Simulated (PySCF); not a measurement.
C3H6Cl, charge +1, multiplicity 1. Atoms are numbered in the order given.

```xyz
10

C     -0.0154    -1.2826    -1.0552
C      0.0000     0.0000    -0.3507
C      0.0154     1.2826    -1.0552
Cl     0.0000     0.0000     1.3108
H      1.0555    -1.5187    -1.2575
H     -0.4938    -1.1912    -2.0430
H     -0.4253    -2.1078    -0.4579
H     -1.0555     1.5187    -1.2575
H      0.4253     2.1078    -0.4579
H      0.4938     1.1912    -2.0430
```
Charge +1, spin multiplicity 1.

Coordinates come from a B3LYP-D3(BJ)/def2-SVP optimisation. The spin state was assumed, not searched. The isomer is the one that the SMILES or the coordinates give; other isomers of the formula were not compared.

The numbers are results of TDA-PBE0/def2-SVPD in PySCF, not measurements.

Vertical excitations.  State labels are in the subgroup C2.

```
state  symmetry  energy (eV)  λ (nm)      f                          main pairs
-----  --------  -----------  ------  -----  ----------------------------------
S1            A         4.24     293  0.000                      HOMO→LUMO 99 %
S2            A         5.93     209  0.000                    HOMO−2→LUMO 98 %
S3            B         6.23     199  0.002  HOMO−3→LUMO 56 %, HOMO−4→LUMO 44 %
S4            A         6.47     192  0.263                    HOMO−1→LUMO 93 %
S5            B         7.10     175  0.260  HOMO−4→LUMO 54 %, HOMO−3→LUMO 43 %
S6            A         8.09     153  0.000  HOMO−6→LUMO 79 %, HOMO−5→LUMO 20 %
S7            B         8.74     142  0.002                    HOMO−7→LUMO 97 %
S8            B         8.85     140  0.001                    HOMO→LUMO+1 97 %
S9            A         9.24     134  0.016  HOMO−5→LUMO 73 %, HOMO−6→LUMO 19 %
S10           B         9.75     127  0.001                  HOMO−1→LUMO+1 97 %
T1            A         3.88     320      0                      HOMO→LUMO 98 %
T2            A         4.59     270      0                    HOMO−1→LUMO 98 %
T3            A         5.58     222      0                    HOMO−2→LUMO 95 %
T4            B         5.71     217      0                    HOMO−3→LUMO 92 %
```
Triplets are in the Tamm–Dancoff approximation.
